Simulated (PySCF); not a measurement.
# From orbital energies to excitation energies

C₇H₁₀O.
Structure used (GFN2-xTB), in Å, numbered top down from 1:
```xyz
18
C7H10O angstrom
C      2.5543    0.3650   -1.0662
C      1.8999    0.4765    0.0774
C      0.4390    0.3932    0.2370
C     -0.4937    0.2518   -0.9553
C     -1.8513   -0.0901   -0.3247
C     -1.5217   -0.8672    0.9583
C     -0.1987   -0.2741    1.3904
O     -0.1200    1.1173    1.3130
H      3.6272    0.4369   -1.1029
H      2.0542    0.1986   -2.0046
H      2.4313    0.6595    1.0021
H     -0.5363    1.1618   -1.5519
H     -0.1373   -0.5683   -1.5804
H     -2.3663    0.8333   -0.0608
H     -2.4846   -0.6613   -1.0009
H     -1.3826   -1.9313    0.7573
H     -2.2940   -0.7506    1.7180
H      0.3717   -0.7447    2.1827
```

Computed, not measured: PySCF, TDDFT CAM-B3LYP/def2-SVPD, vertical, gas phase, core orbitals frozen in the response.

Orbital energies (eV): HOMO-3 -11.21, HOMO-2 -10.29, HOMO-1 -9.42, HOMO -8.46, LUMO 1.06, LUMO+1 1.41, LUMO+2 1.86.

Task: Among the lowest singlets, which states do these configurations lead, and at what energies: HOMO-1→LUMO, HOMO→LUMO, HOMO→LUMO+2, HOMO→LUMO+1?

Result: 

```tsv
state	leading configuration	weight	Δε (eV)	E (eV)	E − Δε (eV)	f	other configurations
S1	HOMO→LUMO	0.89	9.52	6.68	-2.84	0.340	–
S2	HOMO→LUMO+1	0.68	9.88	7.15	-2.73	0.037	H→L+2 (12%), H-1→L (10%)
S3	HOMO-1→LUMO	0.73	10.48	7.20	-3.28	0.129	H→L+1 (8%)
S4	HOMO→LUMO+2	0.62	10.33	7.69	-2.64	0.0077	H→L+1 (13%)
```

E − Δε runs from -3.28 to -2.64 eV. By orbital difference alone the order would be S1, S2, S4, S3. Δε is the difference of the two orbital energies.

H and L stand for HOMO and LUMO. The other states: S5 7.73 eV, f 0.016, H→L+3 (69%), H→L+4 (17%); S6 8.08 eV, f 0.0051, H-1→L+1 (42%), H→L+4 (19%); S7 8.20 eV, f 0.041, H→L+4 (38%), H-1→L+1 (27%), H→L+3 (8%); S8 8.35 eV, f 0.014, H-4→L (47%), H-2→L (25%).

Triplets (Tamm–Dancoff): T1 4.29 eV, H→L (73%), H-2→L (11%); T2 6.75 eV, H-1→L (72%), H→L (10%); T3 7.04 eV, H→L+1 (73%), H→L+2 (14%).

Summed over the main configurations (up to three a state, each over 8%) of all 8 singlets, the electron leaves HOMO with weight 4.03, HOMO-1 with weight 1.51, HOMO-4 with weight 0.47 and HOMO-2 with weight 0.25.

One conformer stands for the species.
